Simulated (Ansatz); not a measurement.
Reaction (redistribution): `C=[C](O)[GaH][CH3]` + `C[NH][GaH2]` → `C[NH][GaH][CH3]` + `C=[C](O)[GaH2]`

Calculated with Ansatz (gas phase, PBE0-D4/def2-TZVP geometries, no zero-point term in ΔE). CCSD(T)/CBS adds triple-zeta CCSD(T) − MP2 to the extrapolated MP2 energy (def2 sets, frozen cores). Functionals use def2-TZVPP. B3LYP here is the variant with VWN-RPA as its local correlation; programs differ in this. For Ga outer-core shells are correlated without core-valence functions, which leaves a few kJ/mol of doubt a bond. Scalar relativity is left out up to krypton. One conformer a species, not always the lowest.

```tsv
level	ΔE (kJ/mol)
LDA (SPW92)	6.1
PBE-D4	6.3
ωB97X-V	7.1
r2SCAN	6.6
B3LYP	7.2
CCSD/def2-SVP	9.4
CCSD(T)/def2-SVP	9.0
SCS-MP2/def2-QZVPP	6.7
```

(1) What does CCSD(T)/CBS give? (Best estimate.)

Largest T1 diagnostic among the species: 0.015.

## Answers

(1) The calculation gave: +5.4 kJ/mol. The listed levels differ from it by 0.7, 0.9, 1.7, 1.2, 1.8, 4.0, 3.6, 1.3 kJ/mol.

At CCSD(T), def2-SVP lies +3.6 kJ/mol from the extrapolated value and def2-TZVPP +2.1 kJ/mol. Leaving LDA and LC-ωPBE aside and taking each functional with its dispersion term where it has one, the values, not all of them listed here, spread over 1.4 kJ/mol, from PBE-D4 to B2PLYP.

CCSD(T)/CBS has its own doubt, a few kJ/mol and more with outer-core shells, so smaller differences from it don't rank the levels.
